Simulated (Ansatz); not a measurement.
```yaml
crystal:
  periodic: [false, false, false]
  atoms:
    - {symbol: O, position_ang: [0.078432, -2.095430, 0.055589]}
    - {symbol: C, position_ang: [0.327573, -0.970224, 0.237785]}
    - {symbol: S, position_ang: [1.777223, -0.356786, 0.865800]}
    - {symbol: Sb, position_ang: [-1.480068, 0.665553, 0.041340]}
    - {symbol: H, position_ang: [1.548890, 1.046619, 0.561798]}
    - {symbol: H, position_ang: [-0.245259, 1.594278, -0.406769]}
    - {symbol: H, position_ang: [-1.593630, 0.170341, -1.584467]}
basis:
  gaussian: {orbitals: def2-TZVP}
hamiltonian: {xc: {name: SVWN5}}
relax: {f_tol: 0.001, max_steps: 2}
output: {forces: true}
```

```sh
$ ansatz run in.yaml --threads 2 --pin off --events-out ev --progress --plain --max-ram 4352MiB
```

It prints (some lines left out):

```
Functional definition: SVWN5
  name "SVWN5"
  cite "Dirac, Proc. Camb. Phil. Soc. 26, 376 (1930) doi:10.1017/S0305004100016108"
  cite "Slater, Phys. Rev. 81, 385 (1951) doi:10.1103/PhysRev.81.385"
  cite "Vosko, Wilk & Nusair, Can. J. Phys. 58, 1200 (1980) doi:10.1139/p80-159"
  exchange = slater_x
  correlation = vwn5_c
1107 factors; their error is unknown
mean field evaluation 1: about -20425.4191 eV, gradient 6.8e1 eV
mean field evaluation 2: about -20219.9256 eV, gradient 2.3e2 eV
mean field evaluation 4: about -20429.6880 eV, gradient 5.6e1 eV
mean field evaluation 8: about -20435.2941 eV, gradient 3.8e-1 eV
mean field evaluation 16: about -20435.2834 eV, gradient 1.0e-3 eV
mean field -20435.28344422 eV, -750.9828150426 hartree, gradient 3.9e-5 eV, S^2 0.000000; 0 other end points of the search recorded, 0 dependent functions left out
the calculation of the forces begins
reference -20435.28348090 eV, -750.9828163903 hartree; 28, 28 occupied and 139, 139 virtual orbitals, 1107 factors
relax step   1: F+E_penalty+E_count = -20435.28344422 eV  Δ(F+E_penalty+E_count) = +0.000e0 eV  max|allowed force component| = 2.557e0 eV/Å  Δτ_max = 0.0000 Å  (32 SCF iters, accepted)
these checks for a lower state are left out or cut short: starts, cluster_reference, orbital_swaps, neighbouring_geometries, increment
1107 factors; their error is unknown
mean field -20435.52204302 eV, -750.9915833867 hartree, gradient 1.7e-5 eV, S^2 0.000000; 0 other end points of the search recorded, 0 dependent functions left out
the calculation of the forces begins
reference -20435.52207919 eV, -750.9915847158 hartree; 28, 28 occupied and 139, 139 virtual orbitals, 1107 factors
relax step   2: F+E_penalty+E_count = -20435.52204302 eV  Δ(F+E_penalty+E_count) = -2.386e-1 eV  max|allowed force component| = 2.316e0 eV/Å  Δτ_max = 0.1995 Å  (38 SCF iters, accepted)
Error: geometry relaxation did not converge after 2 steps: max|allowed force component| = 2.32e0 eV/Å (threshold 1.0e-3). Raise `relax.max_steps` over both its present limit and 2, loosen `relax.f_tol`, or start from a geometry closer to equilibrium. Where this run's directory can be resumed (`checkpoint.write`), a resume goes on for up to `relax.max_steps` more
```

(1) What is wrong with this run?

Results:

(1) The relaxation is allowed too few steps for its threshold. The calculation stopped without meeting its thresholds.
